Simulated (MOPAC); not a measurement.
Input file for MOPAC: PM3 on GeH5NO (SMILES [NH2][GeH2][OH]), a point of a torsion scan.

```
PM3 1SCF PRECISE CHARGE=0 THREADS=1
GeH5NO

N      1.30567632 1    -0.23722812 1     0.12460457 1
Ge    -0.35569435 1     0.46705881 1     0.12841147 1
O     -1.06327255 1     0.52875482 1    -1.47044492 1
H      1.42623501 1    -1.23129915 1     0.24252358 1
H      1.94855407 1     0.09192475 1    -0.58044117 1
H     -0.27549829 1     1.91380234 1     0.46239720 1
H     -1.20004292 1    -0.35778730 1     1.05568597 1
H     -1.29214392 1    -0.28681755 1    -1.91047250 1
```

Program output:

```
*******************************************************************************
 **                                                                           **
 **                              MOPAC v23.2.5                                **
 **                                                                           **
 *******************************************************************************
 ** MOPAC's Digital Object Identifier: https://doi.org/10.5281/zenodo.6511958 **
 **                                                                           **
 ** Please cite the open-source release paper for use of this MOPAC version:  **
 ** J. E. Moussa and J. J. P. Stewart (2026)                                  **
 ** MOPAC: An open-source semiempirical molecular orbital program             **
 ** J. Open Source Softw., 11(119), 8025, https://doi.org/10.21105/joss.08025 **
 *******************************************************************************

                              PM3 CALCULATION RESULTS

 *******************************************************************************
 *  PM3        - The PM3 Hamiltonian to be used
 *
 *
 *
 *                 CHARGE ON SYSTEM = 0
 *
 *
 *
 *  PRECISE    - TIGHTER CRITERIA TO BE USED
 *  1SCF       - DO 1 SCF AND THEN STOP
 *  THREADS=1  - MULTI-THREADING NOT USED
 *  T=         - A TIME OF 172800.0 SECONDS REQUESTED
 *  DUMP=N     - RESTART FILE WRITTEN EVERY 7200.0 SECONDS REQUESTED
 *******************************************************************************
PM3 1SCF PRECISE CHARGE=0 THREADS=1
 GeH5NO

   ATOM   CHEMICAL          X               Y               Z
  NUMBER   SYMBOL      (ANGSTROMS)     (ANGSTROMS)     (ANGSTROMS)

     1       N          1.30567632  *  -0.23722812  *   0.12460457  *
     2      Ge         -0.35569435  *   0.46705881  *   0.12841147  *
     3       O         -1.06327255  *   0.52875482  *  -1.47044492  *
     4       H          1.42623501  *  -1.23129915  *   0.24252358  *
     5       H          1.94855407  *   0.09192475  *  -0.58044117  *
     6       H         -0.27549829  *   1.91380234  *   0.46239720  *
     7       H         -1.20004292  *  -0.35778730  *   1.05568597  *
     8       H         -1.29214392  *  -0.28681755  *  -1.91047250  *



          CARTESIAN COORDINATES

    NO.       ATOM           X           Y           Z

     1         N          1.3057     -0.2372      0.1246
     2        Ge         -0.3557      0.4671      0.1284
     3         O         -1.0633      0.5288     -1.4704
     4         H          1.4262     -1.2313      0.2425
     5         H          1.9486      0.0919     -0.5804
     6         H         -0.2755      1.9138      0.4624
     7         H         -1.2000     -0.3578      1.0557
     8         H         -1.2921     -0.2868     -1.9105

  H: (PM3): J. J. P. STEWART, J. COMP. CHEM. 10, 209 (1989).
  N: (PM3): J. J. P. STEWART, J. COMP. CHEM. 10, 209 (1989).
  O: (PM3): J. J. P. STEWART, J. COMP. CHEM. 10, 209 (1989).
 Ge: (PM3): J. J. P. STEWART, J. COMP. CHEM. 12, 320-341 (1991).

           Empirical Formula: H5 N O Ge  =     8 atoms



      MOLECULAR POINT GROUP   :   C1


      RHF CALCULATION, NO. OF DOUBLY OCCUPIED LEVELS = 10


 -------------------------------------------------------------------------------
 PM3 1SCF PRECISE CHARGE=0 THREADS=1
 GeH5NO



     1SCF WAS SPECIFIED, SO BFGS WAS NOT USED
     SCF FIELD WAS ACHIEVED


                              PM3 CALCULATION
                                                       MOPAC v23.2.5 Linux




          FINAL HEAT OF FORMATION =        -49.27157 KCAL/MOL =    -206.15227 KJ/MOL


          COSMO AREA              =         99.61 SQUARE ANGSTROMS
          COSMO VOLUME            =         85.40 CUBIC ANGSTROMS

          IONIZATION POTENTIAL    =          9.344518 EV
          HOMO LUMO ENERGIES (EV) =         -9.345  0.313
          NO. OF FILLED LEVELS    =         10
          MOLECULAR WEIGHT        =        107.6356         POINT GROUP:  C1

          MOLECULAR DIMENSIONS (Angstroms)

            Atom       Atom       Distance
            H     8    H     4     3.59403
            H     5    H     7     3.33860
            H     6    H     4     2.93767


          SCF CALCULATIONS        =          1





   ATOM   CHEMICAL          X               Y               Z
  NUMBER   SYMBOL      (ANGSTROMS)     (ANGSTROMS)     (ANGSTROMS)

     1       N          1.30567632  *  -0.23722812  *   0.12460457  *
     2      Ge         -0.35569435  *   0.46705881  *   0.12841147  *
     3       O         -1.06327255  *   0.52875482  *  -1.47044492  *
     4       H          1.42623501  *  -1.23129915  *   0.24252358  *
     5       H          1.94855407  *   0.09192475  *  -0.58044117  *
     6       H         -0.27549829  *   1.91380234  *   0.46239720  *
     7       H         -1.20004292  *  -0.35778730  *   1.05568597  *
     8       H         -1.29214392  *  -0.28681755  *  -1.91047250  *

                             CARTESIAN COORDINATES

   1    N        1.305676320    -0.237228120     0.124604570
   2   Ge       -0.355694350     0.467058810     0.128411470
   3    O       -1.063272550     0.528754820    -1.470444920
   4    H        1.426235010    -1.231299150     0.242523580
   5    H        1.948554070     0.091924750    -0.580441170
   6    H       -0.275498290     1.913802340     0.462397200
   7    H       -1.200042920    -0.357787300     1.055685970
   8    H       -1.292143920    -0.286817550    -1.910472500


           Empirical Formula: H5 N O Ge  =     8 atoms



      MOLECULAR POINT GROUP   :   C1


                  EIGENVALUES
 -35.28836 -27.73665 -17.11281 -15.84924 -15.00476 -13.55885 -13.22166 -11.53554
 -10.86964  -9.34452   0.31282   0.57895   0.71914   2.73343   4.56018   5.40145
   5.54825


              NET ATOMIC CHARGES AND DIPOLE CONTRIBUTIONS

  ATOM NO.   TYPE          CHARGE      No. of ELECS.   s-Pop       p-Pop
    1          N          -0.193895        5.1939     1.41141     3.78249
    2         Ge           0.556403        3.4436     0.78656     2.65704
    3          O          -0.505602        6.5056     1.77028     4.73532
    4          H           0.039957        0.9600     0.96004
    5          H           0.046768        0.9532     0.95323
    6          H          -0.048248        1.0482     1.04825
    7          H          -0.089325        1.0893     1.08933
    8          H           0.193943        0.8061     0.80606
 DIPOLE           X         Y         Z       TOTAL
 POINT-CHG.     0.502    -0.588     1.374     1.577
 HYBRID        -0.207    -1.100    -1.131     1.592
 SUM            0.295    -1.688     0.244     1.731


          ATOMIC ORBITAL ELECTRON POPULATIONS

     Atom    s        px        py        pz
    1  N   1.41141   1.13580   1.10495   1.54173
    2 Ge   0.78656   0.84926   1.02411   0.78367
    3  O   1.77028   1.84300   1.43592   1.45640
    4  H   0.96004
    5  H   0.95323
    6  H   1.04825
    7  H   1.08933
    8  H   0.80606

 **********************
 *                    *
 * JOB ENDED NORMALLY *
 *                    *
 **********************




 == MOPAC DONE ==
```

The run finished.

Cost: very roughly 0.020 core-seconds.
